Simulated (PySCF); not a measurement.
**Spin-rotation constants: `InChI=1S/C5H8Se2/c1-3-4-5-7-6-2/h3-5H,1H2,2H3/b5-4-`**

Geometry:
```json
{"atom": "C1", "x (Å)": "-3.452", "y (Å)": "0.596", "z (Å)": "0.986"}
{"atom": "C2", "x (Å)": "-2.279", "y (Å)": "0.074", "z (Å)": "0.644"}
{"atom": "C3", "x (Å)": "-1.354", "y (Å)": "0.697", "z (Å)": "-0.267"}
{"atom": "C4", "x (Å)": "-0.174", "y (Å)": "0.184", "z (Å)": "-0.622"}
{"atom": "Se5", "x (Å)": "0.532", "y (Å)": "-1.484", "z (Å)": "-0.007"}
{"atom": "Se6", "x (Å)": "2.564", "y (Å)": "-1.435", "z (Å)": "-1.069"}
{"atom": "C7", "x (Å)": "3.648", "y (Å)": "-0.548", "z (Å)": "0.317"}
{"atom": "H8", "x (Å)": "-3.786", "y (Å)": "1.541", "z (Å)": "0.589"}
{"atom": "H9", "x (Å)": "-4.119", "y (Å)": "0.102", "z (Å)": "1.671"}
{"atom": "H10", "x (Å)": "-1.961", "y (Å)": "-0.881", "z (Å)": "1.052"}
{"atom": "H11", "x (Å)": "-1.649", "y (Å)": "1.652", "z (Å)": "-0.684"}
{"atom": "H12", "x (Å)": "0.482", "y (Å)": "0.692", "z (Å)": "-1.316"}
{"atom": "H13", "x (Å)": "3.594", "y (Å)": "-1.124", "z (Å)": "1.236"}
{"atom": "H14", "x (Å)": "3.279", "y (Å)": "0.462", "z (Å)": "0.477"}
{"atom": "H15", "x (Å)": "4.670", "y (Å)": "-0.520", "z (Å)": "-0.049"}
```

Computed, not measured: GIAO PBE/pcSseg-1 magnetisability, rotational g tensor and spin-rotation constants, non-relativistic, gas phase (PySCF 2.14.0). Geometry: GFN2-xTB.

The calculation is non-relativistic, which matters for the atoms heavier than Zn.

(1) Give the nuclear spin-rotation constants along the inertial axes (H = +C I·J) beside the isotropic shieldings.

(2) How do the rotational constants and the g tensor change when H8, H9, H10, H11, H12, H13, H14, H15 are replaced by deuterium?

## Answers

(1) Rotational constants 3.8787, 0.5012, 0.4862 GHz. A star marks the isotopologue with that one atom substituted, in its own axes.
```csv
atom,isotope,Caa (kHz),Cbb (kHz),Ccc (kHz),mean (kHz),σ (ppm)
H8,1H,-0.225,0.015,-0.049,-0.086,26.3
H9,1H,-0.134,-0.001,-0.043,-0.059,26.3
H10,1H,-0.233,0.025,-0.046,-0.085,25.1
H11,1H,-0.265,0.028,-0.047,-0.095,25.2
H12,1H,-0.099,0.002,-0.045,-0.047,25.3
H13,1H,-0.398,-0.022,-0.017,-0.146,29.2
H14,1H,-0.185,-0.011,-0.053,-0.083,29.0
H15,1H,0.043,-0.051,-0.053,-0.020,29.9
C1,13C*,1.256,0.198,0.093,0.515,61.4
C2,13C*,1.375,0.223,0.096,0.565,43.0
C3,13C*,1.318,0.214,0.102,0.544,47.9
C4,13C*,1.418,0.213,0.137,0.590,27.0
Se5,77Se*,7.053,1.058,1.047,3.053,1264.4
Se6,77Se*,5.558,1.058,1.107,2.574,1347.7
C7,13C*,0.580,0.091,0.073,0.248,155.7
```
For the geometry as given, no vibrational averaging.

(2) Constants 3.2623, 0.4537, 0.4404 GHz; g -0.0361, -0.0055, -0.0021, against -0.0428, -0.0062, -0.0022 before.
